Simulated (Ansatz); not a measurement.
Molecule: H6S, charge 0, multiplicity 1. 
Coordinates optimised at B3LYP-D3(BJ)/def2-TZVP (Ansatz, a first-principles code):
SMILES: [S@OH29]([H])([H])([H])([H])([H])[H]
```xyz
7

S      0.0000     0.0000     0.0000
H      1.4140    -0.0061     0.0019
H     -1.4140     0.0061    -0.0019
H      0.0062     1.4140    -0.0126
H     -0.0062    -1.4140     0.0126
H     -0.0018     0.0126     1.4140
H      0.0018    -0.0126    -1.4140
```

Basis-set convergence of Hartree-Fock and CCSD(T) correlation energies (hartree) with Ansatz. Correlated levels leave the core frozen unless marked. No spin-orbit coupling. Non-relativistic.

```json
[
 {"basis": "cc-pV(D+d)Z", "functions": "53", "E(HF)": "-400.75516", "E(corr, CCSD(T))": "-0.26375"},
 {"basis": "cc-pV(T+d)Z", "functions": "123", "E(HF)": "-400.78034", "E(corr, CCSD(T))": "-0.32543"},
 {"basis": "cc-pV(Q+d)Z", "functions": "244", "E(HF)": "-400.78580", "E(corr, CCSD(T))": "-0.34354"}
]
```

Extrapolating the two largest sets (X = 3 and 4) as X^-3: E(corr) = (64·(-0.34354) - 27·(-0.32543))/37 = -0.3568 Eh, an estimate of the basis-set limit. The largest set recovers 96.3 % of it, the smallest 73.9 %.
